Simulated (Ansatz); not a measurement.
Harmonic frequencies (cm⁻¹) at PBE0-D4/def2-TZVP from Ansatz: 178, 262, 344, 384, 428, 623, 654, 688, 769, 808, 899, 974, 1193, 1430, 1627, 2316, 3684, 3909.

Each molecule was computed in one conformer, which needn't be the lowest.

Problem. Which molecule is it?
A. `N[SiH]1OC1=O`
B. `O=C=N[SiH2]O`
C. `OC1=N[SiH]1O`
D. `N=C1O[SiH]1O`

Solution. C.
